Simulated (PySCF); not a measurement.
Radial density of V²⁺ (vanadium, charge +2)

M06-L, [Ar] 3d3, high-spin 4F determinant. Computed with PySCF 2.14 in def2-TZVP (6s4p4d1f, 45 functions), with the non-relativistic Hamiltonian (point nucleus).

```tsv
r (bohr)	4πr²ρ (e/bohr)	4πr²(ρα − ρβ)
0.000940	0.08669	0.0000
0.00158	0.2388	0.0000
0.00266	0.6415	0.0000
0.00447	1.672	0.0000
0.00752	4.109	0.0000
0.0127	9.198	0.0000
0.0213	17.55	0.0000
0.0358	25.83	0.0003
0.0602	25.93	0.0020
0.101	20.60	0.0100
0.170	27.09	0.0588
0.287	25.16	0.3236
0.482	9.514	1.2460
0.811	11.84	2.2755
1.36	5.700	1.6339
2.29	0.6358	0.4076
3.86	0.02495	0.0247
```
